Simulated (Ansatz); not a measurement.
A run for Ansatz (a program for electronic structure): R-CCSD(T)/def2-SVP on GeH5NTe (SMILES N[Te][GeH3]), a point of a torsion scan. Elements past Kr take the def2 small-core potentials; no spin–orbit coupling. The run froze 24 orbitals, filled d shells among them.

Ansatz 0.2 input:
```yaml
crystal:
  periodic: [false, false, false]
  atoms:
    - {symbol: N, position_ang: [2.10623942, -0.13283255, 0.20834772]}
    - {symbol: Te, position_ang: [0.61445820, -0.14517859, 1.62751846]}
    - {symbol: Ge, position_ang: [-1.33819609, 0.03733059, 0.04589184]}
    - {symbol: H, position_ang: [2.07949858, 0.72065284, -0.33565538]}
    - {symbol: H, position_ang: [1.98841835, -0.89733973, -0.44537074]}
    - {symbol: H, position_ang: [-1.15714731, -0.79618769, -1.19496190]}
    - {symbol: H, position_ang: [-2.62423266, -0.40838448, 0.66829982]}
    - {symbol: H, position_ang: [-1.62339955, 1.41453030, -0.49745492]}
basis:
  gaussian:
    orbitals: def2-SVP
magnetization: {spin_polarized: false}
correlation: {method: ccsd_t, electrons: outside_noble_gas}
scf: {lower_state_search: off}
```

The log:

```
WARN ansatz: RAYON_NUM_THREADS=1 ignored (pool sized by the plan → 1); use --threads N
Functional definition: HF
these checks for a lower state are left out or cut short: stability, starts, cluster_reference, orbital_swaps, neighbouring_geometries, increment
integrals: 0.13 GiB planned
1051 factors; integrals over basis functions are off by at most 1.6e-3 eV
mean field: 0.36 GiB planned
mean field evaluation 1: about -65289.0557 eV, gradient 2.6e1 eV
mean field evaluation 2: about -65289.1299 eV, gradient 2.6e1 eV
mean field evaluation 4: about -65290.9121 eV, gradient 2.9e0 eV
mean field evaluation 8: about -65290.9439 eV, gradient 1.2e-1 eV
mean field -65290.94406737 eV, -2399.3979386844 hartree, gradient 2.8e-6 eV, S^2 0.000000; 0 other end points of the search recorded, 0 dependent functions left out
24 core orbitals not correlated
reference -65290.94406737 eV, -2399.3979386844 hartree; 10, 10 occupied and 63, 63 virtual orbitals, 1051 factors
second order -10.19660598 eV of doubles, -0.00000000 eV of singles
coupled cluster: 0.24 GiB planned
cycle   1  -10.93748306 eV  change   -7.4e-1 eV  update   8.6e-2
cycle   2  -11.30175725 eV  change   -3.6e-1 eV  update   2.7e-2
cycle   3  -11.36863376 eV  change   -6.7e-2 eV  update   1.3e-2
cycle   4  -11.36730727 eV  change    1.3e-3 eV  update   3.4e-3
cycle   5  -11.36689048 eV  change    4.2e-4 eV  update   1.7e-3
cycle   6  -11.36678801 eV  change    1.0e-4 eV  update   6.7e-4
cycle   7  -11.36661004 eV  change    1.8e-4 eV  update   3.0e-4
cycle   8  -11.36666667 eV  change   -5.7e-5 eV  update   1.3e-4
cycle   9  -11.36668339 eV  change   -1.7e-5 eV  update   4.6e-5
cycle  10  -11.36666923 eV  change    1.4e-5 eV  update   1.9e-5
perturbative correction -0.32376173 eV, -0.0118980240 hartree
Total energy: -65302.63449833 eV, -2399.8275540980 hartree
Checks for a lower state left out: stability, starts, cluster_reference, orbital_swaps, neighbouring_geometries, increment
```

Self-consistency was reached.

Cost: roughly 8 core-seconds.
